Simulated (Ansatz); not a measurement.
A short molecular-dynamics run on CH4BF2N.

```yaml
crystal:
  periodic: [false, false, false]
  atoms:
    - {symbol: B, position_ang: [-0.009858, 1.106140, -0.450973]}
    - {symbol: C, position_ang: [0.398259, -0.379334, -0.079436]}
    - {symbol: N, position_ang: [-0.230787, -1.139273, 0.772592]}
    - {symbol: F, position_ang: [1.350986, -1.019706, -0.704481]}
    - {symbol: F, position_ang: [1.035064, 1.820133, -1.025409]}
    - {symbol: H, position_ang: [-0.517400, 1.600754, 0.545557]}
    - {symbol: H, position_ang: [-0.920647, 0.816302, -1.240434]}
    - {symbol: H, position_ang: [-0.963228, -0.720929, 1.323613]}
    - {symbol: H, position_ang: [-0.054091, -2.130289, 0.841870]}
basis:
  gaussian: {orbitals: def2-SVP}
hamiltonian: {xc: {name: r2SCAN}, dispersion: d3bj}
md: {timestep: 2 fs, n_steps: 30, ensemble: nvt_langevin, temperature: 700, initial_velocities: maxwell_boltzmann, friction: 0.01, seed: 491}
```

```sh
$ ansatz run in.yaml --threads 2 --pin off --events-out ev --progress --plain --max-ram 4352MiB
```

```csv
step,time (fs),potential energy (eV),kinetic (eV),T (K),conserved (eV)
0,0.0,-8691.8426,0.7239,622,–
1,2.0,-8691.5588,0.5644,485,–
2,4.0,-8691.5958,0.5781,497,–
3,6.0,-8691.3218,0.3880,334,–
4,8.0,-8691.4564,0.4261,366,–
5,10.0,-8691.1720,0.2970,255,–
6,12.0,-8691.3773,0.3972,341,–
7,14.0,-8691.4246,0.4717,405,–
8,16.0,-8691.4869,0.5640,485,–
9,18.0,-8691.4404,0.4890,420,–
10,20.0,-8691.4219,0.4478,385,–
11,22.0,-8691.3893,0.4233,364,–
12,24.0,-8691.3351,0.4129,355,–
13,26.0,-8691.3460,0.4255,366,–
14,28.0,-8691.3133,0.5251,451,–
15,30.0,-8691.5527,0.7442,640,–
16,32.0,-8691.3449,0.5767,496,–
17,34.0,-8691.3761,0.6130,527,–
18,36.0,-8691.2106,0.5183,446,–
19,38.0,-8691.3234,0.5412,465,–
20,40.0,-8690.9890,0.3011,259,–
21,42.0,-8691.1514,0.4530,389,–
22,44.0,-8691.2525,0.4833,415,–
23,46.0,-8691.3003,0.5352,460,–
24,48.0,-8691.3226,0.5794,498,–
25,50.0,-8691.4074,0.6880,591,–
26,52.0,-8691.5086,0.8355,718,–
27,54.0,-8691.1836,0.6525,561,–
28,56.0,-8691.1090,0.5180,445,–
29,58.0,-8690.9631,0.3712,319,–
30,60.0,-8691.1807,0.4883,420,–
```

Velocities are drawn at the set temperature; a run this short doesn't reach equilibrium.

Frames (Å, forces in eV/Å):

```xyz
9
time=0.0 fs
B    -0.010    1.106   -0.451    0.205    0.044   -0.050
C     0.398   -0.379   -0.079    0.118    0.458   -0.251
N    -0.231   -1.139    0.773   -0.124   -0.171    0.198
F     1.351   -1.020   -0.704    0.202   -0.094   -0.168
F     1.035    1.820   -1.025    0.082    0.041   -0.063
H    -0.517    1.601    0.546   -0.093    0.095    0.239
H    -0.921    0.816   -1.240   -0.153   -0.117   -0.167
H    -0.963   -0.721    1.324   -0.292    0.135    0.225
H    -0.054   -2.130    0.842    0.055   -0.391    0.035
9
time=2.0 fs
B    -0.014    1.103   -0.435    0.463    0.624    0.411
C     0.394   -0.387   -0.090    0.127    0.893   -0.081
N    -0.230   -1.135    0.775    0.166    3.259   -1.047
F     1.345   -1.036   -0.703    0.207   -0.161   -0.329
F     1.043    1.837   -1.037   -0.682   -0.397    0.544
H    -0.537    1.547    0.662    0.498   -0.145   -0.873
H    -0.927    0.844   -1.221   -0.267   -0.070   -0.159
H    -0.885   -0.720    1.370   -1.363    0.765    1.093
H    -0.033   -2.048    0.817    0.852   -4.767    0.440
9
time=4.0 fs
B    -0.017    1.106   -0.417    0.552    0.754    0.222
C     0.392   -0.394   -0.101    0.014    1.269    0.223
N    -0.230   -1.122    0.776    0.444   -2.327    0.354
F     1.338   -1.052   -0.700    0.337   -0.267   -0.593
F     1.051    1.853   -1.044   -1.184   -0.701    0.994
H    -0.537    1.492    0.749    0.733   -0.074   -1.417
H    -0.939    0.865   -1.213   -0.127    0.050    0.044
H    -0.855   -0.700    1.455   -0.151   -0.024   -0.138
H     0.028   -2.145    0.803   -0.619    1.319    0.312
9
time=6.0 fs
B    -0.017    1.115   -0.396    0.545    0.440   -0.491
C     0.392   -0.398   -0.112   -0.186    1.508    0.529
N    -0.229   -1.113    0.779    0.138   -3.283    1.410
F     1.331   -1.068   -0.698    0.441   -0.336   -0.798
F     1.056    1.870   -1.048   -1.494   -0.877    1.282
H    -0.514    1.431    0.783    0.683    0.247   -1.315
H    -0.969    0.883   -1.202    0.247    0.173    0.360
H    -0.834   -0.677    1.528    0.801   -0.718   -1.389
H     0.076   -2.184    0.792   -1.175    2.846    0.413
9
time=8.0 fs
B    -0.017    1.125   -0.378    0.844   -0.080   -1.576
C     0.395   -0.399   -0.118   -0.501    1.461    0.777
N    -0.229   -1.115    0.786    0.564   -1.617    0.339
F     1.325   -1.083   -0.699    0.456   -0.335   -0.847
F     1.057    1.885   -1.049   -1.658   -0.958    1.418
H    -0.470    1.372    0.761    0.333    0.728   -0.429
H    -1.002    0.905   -1.178    0.521    0.205    0.515
H    -0.781   -0.680    1.542    0.203   -0.360   -0.749
H     0.083   -2.115    0.797   -0.763    0.956    0.553
9
time=10.0 fs
B    -0.013    1.136   -0.366    1.483   -0.528   -2.796
C     0.399   -0.395   -0.121   -0.790    0.907    1.085
N    -0.229   -1.122    0.798    0.634    3.369   -2.578
F     1.319   -1.098   -0.699    0.359   -0.203   -0.779
F     1.057    1.899   -1.049   -1.707   -0.985    1.434
H    -0.414    1.337    0.726   -0.188    1.166    0.981
H    -1.016    0.925   -1.137    0.494    0.177    0.417
H    -0.714   -0.709    1.528   -1.429    1.023    1.543
H     0.066   -2.007    0.827    1.144   -4.925    0.692
9
time=12.0 fs
B    -0.004    1.145   -0.362    1.800   -0.551   -3.022
C     0.402   -0.388   -0.123   -0.757    0.141    1.332
N    -0.229   -1.120    0.803    1.748   -0.522   -2.018
F     1.314   -1.116   -0.699    0.237    0.055   -0.747
F     1.055    1.911   -1.049   -1.632   -0.989    1.345
H    -0.366    1.346    0.720   -0.347    1.244    1.555
H    -1.014    0.946   -1.087    0.243    0.145    0.147
H    -0.692   -0.716    1.564   -1.131    0.921    1.143
H     0.101   -2.072    0.878   -0.162   -0.442    0.264
9
time=14.0 fs
B     0.011    1.153   -0.365    1.630    0.009   -1.382
C     0.404   -0.380   -0.123   -0.367   -0.629    1.379
N    -0.222   -1.121    0.799    0.584   -1.366    1.390
F     1.311   -1.135   -0.700    0.061    0.437   -0.716
F     1.050    1.922   -1.047   -1.382   -0.957    1.116
H    -0.323    1.407    0.769    0.022    0.752    0.384
H    -1.000    0.978   -1.037   -0.240    0.069   -0.197
H    -0.706   -0.697    1.636    0.508   -0.381   -1.638
H     0.123   -2.135    0.933   -0.818    2.066   -0.337
9
time=16.0 fs
B     0.027    1.157   -0.376    1.541    0.736    0.509
C     0.404   -0.374   -0.117    0.106   -1.339    1.163
N    -0.212   -1.126    0.798   -0.313    0.196    2.034
F     1.308   -1.153   -0.702   -0.190    0.869   -0.579
F     1.041    1.930   -1.042   -1.005   -0.885    0.726
H    -0.267    1.505    0.832    0.261   -0.011   -0.904
H    -0.990    1.019   -0.993   -0.758   -0.034   -0.473
H    -0.695   -0.684    1.644    0.651   -0.537   -1.993
H     0.105   -2.107    0.973   -0.293    1.005   -0.483
9
time=18.0 fs
B     0.043    1.164   -0.387    1.127    1.050    1.433
C     0.406   -0.371   -0.106    0.461   -1.702    0.623
N    -0.204   -1.131    0.804   -0.213    2.684   -0.754
F     1.305   -1.168   -0.705   -0.396    1.196   -0.365
F     1.031    1.937   -1.038   -0.558   -0.758    0.248
H    -0.196    1.606    0.863    0.187   -0.616   -1.401
H    -1.007    1.063   -0.965   -0.651   -0.098   -0.358
H    -0.655   -0.686    1.570   -0.878    0.777    0.537
H     0.077   -2.035    1.002    0.920   -2.533    0.036
9
time=20.0 fs
B     0.063    1.174   -0.392    0.007    0.946    1.674
C     0.409   -0.374   -0.093    0.834   -1.660   -0.131
N    -0.196   -1.130    0.809    0.676    0.599   -1.210
F     1.301   -1.179   -0.710   -0.440    1.333   -0.236
F     1.021    1.942   -1.034    0.019   -0.521   -0.296
H    -0.120    1.678    0.859    0.000   -0.930   -1.361
H    -1.046    1.107   -0.950    0.116   -0.148    0.047
H    -0.658   -0.655    1.513   -1.644    1.316    1.770
H     0.074   -2.063    1.035    0.433   -0.935   -0.257
9
time=22.0 fs
B     0.084    1.181   -0.392   -1.145    0.645    1.648
C     0.415   -0.379   -0.081    1.167   -1.393   -0.911
N    -0.183   -1.130    0.807   -1.120    0.189    2.600
F     1.298   -1.187   -0.717   -0.361    1.341   -0.194
F     1.010    1.946   -1.032    0.712   -0.185   -0.908
H    -0.052    1.711    0.818   -0.217   -0.969   -0.855
H    -1.083    1.149   -0.940    0.798   -0.267    0.350
H    -0.722   -0.571    1.522    0.461   -1.017   -0.983
H     0.076   -2.129    1.057   -0.296    1.658   -0.747
9
time=24.0 fs
B     0.103    1.185   -0.387   -1.692   -0.024    1.150
C     0.423   -0.389   -0.072    1.331   -0.848   -1.575
N    -0.172   -1.127    0.812   -1.780    0.586    2.988
F     1.295   -1.194   -0.726   -0.309    1.226   -0.075
F     0.997    1.951   -1.033    1.357    0.153   -1.523
H     0.011    1.706    0.745   -0.483   -0.640    0.359
H    -1.091    1.174   -0.919    0.965   -0.390    0.409
H    -0.761   -0.537    1.491    0.895   -1.495   -1.159
H     0.067   -2.125    1.053   -0.284    1.433   -0.574
9
time=26.0 fs
B     0.113    1.186   -0.378   -1.378   -1.031    0.003
C     0.436   -0.402   -0.069    1.097   -0.097   -1.804
N    -0.166   -1.121    0.825   -0.739    1.694    0.410
F     1.288   -1.196   -0.738   -0.165    0.925    0.027
F     0.985    1.957   -1.036    1.662    0.344   -1.911
H     0.059    1.674    0.676   -0.690    0.082    2.200
H    -1.065    1.166   -0.877    0.554   -0.416    0.199
H    -0.766   -0.575    1.413   -0.618   -0.015    0.693
H     0.048   -2.062    1.022    0.277   -1.485    0.183
9
time=28.0 fs
B     0.114    1.185   -0.367   -0.477   -1.301   -0.102
C     0.454   -0.412   -0.071    0.403    0.609   -1.387
N    -0.163   -1.110    0.836    1.094    0.707   -1.323
F     1.279   -1.196   -0.747    0.194    0.478   -0.046
F     0.974    1.963   -1.043    1.462    0.315   -1.784
H     0.085    1.633    0.691   -0.617    0.310    2.512
H    -1.027    1.133   -0.825   -0.227   -0.344   -0.148
H    -0.805   -0.616    1.352   -2.059    1.237    1.946
H     0.040   -2.053    0.987    0.226   -2.012    0.332
9
time=30.0 fs
B     0.112    1.184   -0.355    0.546   -0.534    1.592
C     0.476   -0.417   -0.080   -0.594    1.079   -0.393
N    -0.154   -1.096    0.844   -0.925   -0.346    0.822
F     1.275   -1.196   -0.754    0.691   -0.004   -0.315
F     0.966    1.970   -1.055    0.865    0.064   -1.199
H     0.102    1.600    0.811   -0.398   -0.237    0.351
H    -1.003    1.088   -0.777   -0.890   -0.201   -0.401
H    -0.932   -0.605    1.355    1.169   -0.720   -0.434
H     0.041   -2.111    0.961   -0.464    0.900   -0.023
9
time=32.0 fs
B     0.110    1.179   -0.339    1.045   -0.024    2.265
C     0.497   -0.417   -0.091   -1.509    1.348    0.657
N    -0.145   -1.082    0.854   -1.691   -0.721    0.931
F     1.274   -1.196   -0.761    1.069   -0.369   -0.564
F     0.961    1.979   -1.068    0.109   -0.338   -0.436
H     0.106    1.563    0.948   -0.252   -0.424   -1.336
H    -1.010    1.032   -0.745   -0.770    0.010   -0.345
H    -1.018   -0.621    1.342    2.575   -1.072   -1.133
H     0.031   -2.125    0.934   -0.576    1.589   -0.039
9
time=34.0 fs
B     0.110    1.173   -0.315    0.954    0.164    1.741
C     0.510   -0.410   -0.101   -2.015    1.387    1.343
N    -0.140   -1.066    0.866   -0.288   -0.444   -0.502
F     1.274   -1.193   -0.769    1.138   -0.491   -0.596
F     0.957    1.987   -1.082   -0.561   -0.743    0.276
H     0.100    1.507    1.030   -0.153   -0.235   -1.968
H    -1.039    0.974   -0.726   -0.059    0.253   -0.083
H    -1.012   -0.683    1.291    1.241   -0.015   -0.292
H     0.005   -2.077    0.905   -0.258    0.124    0.080
9
time=36.0 fs
B     0.111    1.164   -0.285    0.888    0.362    0.557
C     0.518   -0.397   -0.110   -2.167    0.991    1.694
N    -0.136   -1.046    0.879    3.449   -0.436   -2.596
F     1.275   -1.188   -0.778    0.932   -0.352   -0.437
F     0.954    1.994   -1.094   -1.029   -1.064    0.854
H     0.089    1.437    1.025   -0.088    0.159   -1.706
H    -1.065    0.937   -0.714    0.483    0.367    0.118
H    -0.965   -0.743    1.238   -2.663    1.865    1.470
H    -0.038   -2.023    0.881    0.194   -1.892    0.046
9
time=38.0 fs
B     0.112    1.157   -0.254    0.910    0.455   -1.717
C     0.520   -0.380   -0.114   -1.721    0.158    1.432
N    -0.123   -1.025    0.883    0.003   -0.865   -0.901
F     1.279   -1.187   -0.787    0.522    0.089   -0.165
F     0.948    2.000   -1.101   -1.234   -1.230    1.249
H     0.066    1.375    0.945   -0.069    0.778    0.024
H    -1.067    0.915   -0.704    0.628    0.373    0.154
H    -1.035   -0.728    1.247    0.741    0.744   -0.044
H    -0.076   -2.034    0.859    0.219   -0.501   -0.031
9
time=40.0 fs
B     0.116    1.150   -0.230    1.228    0.453   -4.879
C     0.514   -0.361   -0.113   -0.827   -0.739    0.874
N    -0.111   -1.006    0.884   -2.138   -2.046    0.073
F     1.283   -1.185   -0.796   -0.023    0.661    0.200
F     0.940    2.004   -1.105   -1.264   -1.293    1.474
H     0.037    1.346    0.860   -0.190    1.466    2.976
H    -1.042    0.903   -0.686    0.342    0.298   -0.002
H    -1.082   -0.684    1.256    2.666   -0.006   -0.775
H    -0.101   -2.057    0.830    0.207    1.206    0.061
9
time=42.0 fs
B     0.123    1.141   -0.224    1.568    1.363   -4.103
C     0.503   -0.345   -0.112    0.173   -1.475    0.574
N    -0.106   -0.991    0.885   -1.376   -1.704   -0.261
F     1.287   -1.180   -0.805   -0.543    1.140    0.522
F     0.931    2.005   -1.105   -1.187   -1.309    1.508
H    -0.003    1.370    0.879   -0.092    1.244    2.204
H    -1.004    0.909   -0.661   -0.337    0.129   -0.303
H    -1.031   -0.633    1.243    1.662    0.056   -0.298
H    -0.113   -2.023    0.801    0.133    0.554    0.157
9
time=44.0 fs
B     0.133    1.132   -0.231    1.314    2.672   -1.394
C     0.492   -0.337   -0.108    1.106   -1.752    0.333
N    -0.107   -0.981    0.884    2.055   -1.363   -1.655
F     1.291   -1.172   -0.814   -0.962    1.386    0.767
F     0.920    2.002   -1.102   -0.989   -1.262    1.384
H    -0.047    1.442    0.965    0.277    0.352   -0.499
H    -0.978    0.919   -0.657   -0.805   -0.003   -0.441
H    -0.917   -0.583    1.233   -1.894    1.297    1.311
H    -0.109   -1.968    0.779   -0.102   -1.329    0.193
9
time=46.0 fs
B     0.151    1.134   -0.242    0.373    3.000   -0.231
C     0.485   -0.337   -0.103    1.678   -1.267   -0.069
N    -0.105   -0.973    0.880    1.074   -1.268   -1.099
F     1.294   -1.159   -0.823   -1.150    1.302    0.829
F     0.911    1.997   -1.100   -0.624   -1.056    1.100
H    -0.078    1.526    1.019    0.493   -0.276   -1.607
H    -0.978    0.929   -0.669   -0.534    0.006   -0.298
H    -0.868   -0.495    1.289   -0.949    0.540    0.952
H    -0.095   -1.968    0.771   -0.361   -0.980    0.424
9
time=48.0 fs
B     0.168    1.147   -0.253   -0.628    2.363    0.204
C     0.480   -0.343   -0.100    1.892   -0.274   -0.482
N    -0.103   -0.969    0.874   -1.625   -1.018    1.016
F     1.294   -1.140   -0.830   -1.144    0.990    0.701
F     0.904    1.990   -1.098   -0.098   -0.643    0.580
H    -0.083    1.601    1.000    0.530   -0.572   -1.563
H    -0.991    0.943   -0.674   -0.114    0.034   -0.170
H    -0.852   -0.390    1.395    1.607   -1.460   -0.889
H    -0.098   -2.001    0.787   -0.421    0.580    0.603
9
time=50.0 fs
B     0.183    1.167   -0.262   -1.397    1.148    0.369
C     0.479   -0.349   -0.100    1.846    0.823   -0.699
N    -0.105   -0.966    0.868   -1.888   -0.709    1.923
F     1.292   -1.120   -0.834   -0.965    0.538    0.401
F     0.894    1.984   -1.095    0.612   -0.011   -0.260
H    -0.071    1.662    0.913    0.413   -0.585   -0.760
H    -1.000    0.956   -0.673    0.130    0.002   -0.147
H    -0.771   -0.333    1.464    1.557   -1.854   -1.348
H    -0.122   -2.000    0.829   -0.309    0.649    0.521
9
time=52.0 fs
B     0.195    1.189   -0.274   -1.946   -0.606    0.303
C     0.488   -0.350   -0.104    1.301    1.585   -0.392
N    -0.110   -0.964    0.863   -0.151   -0.549    0.586
F     1.287   -1.101   -0.834   -0.561   -0.020   -0.102
F     0.883    1.975   -1.090    1.551    0.894   -1.515
H    -0.044    1.708    0.799    0.086   -0.225    0.752
H    -1.004    0.966   -0.665    0.222   -0.066   -0.203
H    -0.620   -0.340    1.481   -0.336   -0.308    0.204
H    -0.156   -1.964    0.891   -0.166   -0.706    0.368
9
time=54.0 fs
B     0.202    1.209   -0.289   -2.476   -2.327    0.582
C     0.502   -0.348   -0.107    0.441    1.922    0.278
N    -0.115   -0.963    0.859    1.183   -2.008   -1.444
F     1.282   -1.083   -0.832   -0.007   -0.606   -0.765
F     0.875    1.966   -1.088    2.586    1.902   -2.929
H    -0.012    1.747    0.719   -0.266    0.198    2.070
H    -1.001    0.971   -0.661    0.203   -0.106   -0.276
H    -0.467   -0.361    1.511   -1.741    1.831    2.389
H    -0.188   -1.953    0.971    0.077   -0.806    0.095
9
time=56.0 fs
B     0.203    1.221   -0.303   -3.029   -2.694    1.898
C     0.518   -0.342   -0.109   -0.367    1.836    1.115
N    -0.117   -0.968    0.853   -0.454    0.098    2.406
F     1.279   -1.067   -0.833    0.516   -1.046   -1.391
F     0.871    1.960   -1.092    3.244    2.528   -3.763
H     0.010    1.794    0.718   -0.255   -0.123    1.618
H    -0.989    0.964   -0.680    0.142   -0.092   -0.244
H    -0.378   -0.307    1.630   -0.193   -1.013   -1.170
H    -0.207   -1.974    1.056    0.397    0.507   -0.469
9
time=58.0 fs
B     0.196    1.225   -0.309   -2.808   -1.774    2.807
C     0.529   -0.329   -0.108   -0.842    1.194    1.739
N    -0.120   -0.969    0.854   -0.432    0.728    3.800
F     1.277   -1.055   -0.840    0.623   -1.067   -1.539
F     0.876    1.958   -1.101    3.065    2.343   -3.489
H     0.020    1.838    0.770   -0.126   -0.764    0.323
H    -0.970    0.949   -0.715    0.005   -0.058   -0.150
H    -0.305   -0.288    1.708   -0.081   -1.771   -2.505
H    -0.215   -1.980    1.127    0.596    1.168   -0.986
9
time=60.0 fs
B     0.182    1.223   -0.307   -1.705   -0.522    2.510
C     0.535   -0.313   -0.103   -0.914    0.185    1.776
N    -0.125   -0.965    0.865    0.394    0.325    1.875
F     1.273   -1.047   -0.851    0.317   -0.697   -1.179
F     0.887    1.961   -1.116    2.218    1.567   -2.366
H     0.010    1.843    0.828   -0.062   -1.031   -0.581
H    -0.943    0.928   -0.754   -0.276   -0.061   -0.101
H    -0.245   -0.339    1.683   -0.582   -0.269   -0.812
H    -0.216   -1.952    1.170    0.611    0.505   -1.121
```

It took 75 s on 2 threads of an Arm Neoverse V1 on a shared host, with 0.13 GiB of host memory at the peak.
